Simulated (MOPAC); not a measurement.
MOPAC input (AM1):

```
AM1 PRECISE GNORM=0.05 LET XYZ CHARGE=1 UHF MS=0.5 GEO-OK AUX(PRECISION=9) THREADS=1
HfO2

Hf   -0.06483973 1   -0.17617913 1   -0.11732038 1
O     1.30017240 1    0.97736726 1   -0.30652361 1
O    -0.71661485 1    0.60824491 1    1.36240707 1
```

From its output:

```
          Parameters for some elements are missing

           Empirical Formula: O2 Hf  =     3 atoms

 ******************************************************************************
 *                                                                            *
 *     Error and normal termination messages reported in this calculation     *
 *                                                                            *
 * Parameters for some elements are missing                                   *
 * JOB ENDED NORMALLY                                                         *
 *                                                                            *
 ******************************************************************************

 == MOPAC DONE ==
```

The program refused the input.
